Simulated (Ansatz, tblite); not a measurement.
Spin states of Ag₄⁻, each relaxed with r2SCAN-D4/def2-SVPD in Ansatz. Electronic energies in the gas phase.

In the def2 sets Ag takes a core potential; there is no spin–orbit coupling. The xTB rows come from tblite. Correlated methods freeze no core orbitals; core or outer-core shells of Ag are correlated, in sets that lack core-valence functions. The structure comes from a short search, and lower isomers may exist.

Doublet geometry (D2h within 0.1 Å):

Cartesian coordinates in Å:
```
Ag -0.493 0.199 1.269
Ag 1.926 -0.929 0.894
Ag 0.495 -0.195 -1.269
Ag -1.928 0.925 -0.894
```

Quartet geometry (Td within 0.1 Å):

Cartesian coordinates in Å:
```
Ag 1.658 0.213 0.239
Ag -0.530 -1.337 0.887
Ag -0.303 -0.257 -1.641
Ag -0.825 1.382 0.515
```

⟨S²⟩: doublet 0.76 at PBE0-D4/def2-TZVPD (pure 0.75), quartet 3.77 at PBE0-D4/def2-TZVPD (pure 3.75).

Run but left out: HF/def2-TZVPD, MP2/def2-TZVPD (doublet: ⟨S²⟩ 1.15, where a pure state has 0.75).

Only these spin states were relaxed. Higher spins weren't run and may lie lower. The quartet has other bonds than the doublet, so the gap mixes isomer and spin.

```json
{"level": "GFN1-xTB", "quartet − doublet (kcal/mol)": "13.4", "lowest of these": "doublet", "remarks": "–"}
{"level": "GFN2-xTB", "quartet − doublet (kcal/mol)": "21.7", "lowest of these": "doublet", "remarks": "–"}
{"level": "PBE-D4/def2-TZVPD", "quartet − doublet (kcal/mol)": "17.1", "lowest of these": "doublet", "remarks": "HOMO above zero (doublet), HOMO above zero (quartet)"}
{"level": "BLYP-D4/def2-TZVPD", "quartet − doublet (kcal/mol)": "20.7", "lowest of these": "doublet", "remarks": "HOMO above zero (doublet), HOMO above zero (quartet)"}
{"level": "r2SCAN-D4/def2-TZVPD", "quartet − doublet (kcal/mol)": "12.2", "lowest of these": "doublet", "remarks": "HOMO above zero (doublet)"}
{"level": "r2SCANh-D4/def2-TZVPD", "quartet − doublet (kcal/mol)": "11.5", "lowest of these": "doublet", "remarks": "–"}
{"level": "PBE0-D4/def2-TZVPD", "quartet − doublet (kcal/mol)": "13.8", "lowest of these": "doublet", "remarks": "–"}
{"level": "BHLYP-D4/def2-TZVPD", "quartet − doublet (kcal/mol)": "14.3", "lowest of these": "doublet", "remarks": "–"}
{"level": "CAM-B3LYP-D4/def2-TZVPD", "quartet − doublet (kcal/mol)": "15.5", "lowest of these": "doublet", "remarks": "–"}
{"level": "RPA@PBE/def2-TZVPD", "quartet − doublet (kcal/mol)": "12.0", "lowest of these": "doublet", "remarks": "–"}
```

Change of the quartet − doublet gap on mixing in exact exchange, in kcal/mol: PBE to PBE0 (25 % exact exchange) -3.3; BLYP to BHLYP (50 % exact exchange) -6.4; r2SCAN to r2SCANh (10 % exact exchange) -0.7.

The xTB methods have no spin-polarisation term.
